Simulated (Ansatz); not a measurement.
Relaxation of Ni2O2 with RKS PBE-D4/def2-SVP.

```sh
$ ansatz run in.yaml --threads 4 --pin off --events-out ev --progress --plain --max-ram 3916MiB
```

```yaml
crystal:
  periodic: [false, false, false]
  atoms:
    - {symbol: Ni, position_ang: [-0.332260, -0.487300, -1.121520]}
    - {symbol: Ni, position_ang: [1.043350, 0.760390, -0.385140]}
    - {symbol: O, position_ang: [-0.420990, 0.343830, 0.300680]}
    - {symbol: O, position_ang: [-0.290100, -0.616920, 1.205980]}
basis:
  gaussian: {orbitals: def2-SVP}
hamiltonian: {xc: pbe, dispersion: d4}
scf: {omitted_lower_state_checks: [starts]}
output: {orbitals: {seedname: orbitals}}
relax: {f_tol: 0.02, max_steps: 100}
```

It took 7 s on 4 threads of Arm Neoverse V2 on a shared host.

Positions (Å) and forces (eV/Å) at steps 1, 2, 3, 4, 5, 6 of 6:

```xyz
4
step=1 energy=-86145.0922 eV
Ni   -0.332   -0.487   -1.122   -1.749   -2.862   -3.549
Ni    1.043    0.760   -0.385    3.908    2.395   -0.073
O    -0.421    0.344    0.301   -2.121    1.499    2.139
O    -0.290   -0.617    1.206   -0.038   -1.031    1.482
4
step=2 energy=-86145.4565 eV
Ni   -0.367   -0.515   -1.156   -0.479   -1.110   -1.668
Ni    1.083    0.798   -0.374    1.616    0.856   -0.275
O    -0.418    0.340    0.299   -1.108    0.658    1.281
O    -0.297   -0.623    1.232   -0.029   -0.403    0.662
4
step=3 energy=-86145.5628 eV
Ni   -0.378   -0.526   -1.191   -0.013   -0.207   -0.510
Ni    1.107    0.818   -0.382    0.407    0.156   -0.181
O    -0.423    0.336    0.310   -0.360   -0.047    0.633
O    -0.306   -0.628    1.262   -0.034    0.098    0.058
4
step=4 energy=-86145.5929 eV
Ni   -0.368   -0.496   -1.263    0.023    0.033    0.004
Ni    1.107    0.808   -0.393   -0.048   -0.036    0.003
O    -0.436    0.289    0.324    0.046   -0.210    0.206
O    -0.303   -0.600    1.332   -0.021    0.213   -0.213
4
step=5 energy=-86145.5953 eV
Ni   -0.366   -0.486   -1.283    0.008   -0.006   -0.001
Ni    1.102    0.801   -0.390   -0.002   -0.006   -0.003
O    -0.436    0.268    0.326   -0.016    0.050   -0.023
O    -0.299   -0.584    1.346    0.010   -0.038    0.027
4
step=6 energy=-86145.5955 eV
Ni   -0.366   -0.488   -1.278   -0.006   -0.002    0.000
Ni    1.102    0.801   -0.390    0.004    0.004    0.005
O    -0.437    0.274    0.326    0.002   -0.007   -0.001
O    -0.299   -0.587    1.342    0.000    0.005   -0.004
```

The structure holds 1 bond(s) between oxygen atoms. The restricted singlet is unstable towards broken spin symmetry in Hartree–Fock (as tested in another run); at PBE-D4/def2-SVP this wasn't settled. An occupied level lies above an empty one. Another isomer (quintet) lies 3.30 eV lower at PBE0-D4/def2-TZVP; other spin states weren't run for this one.
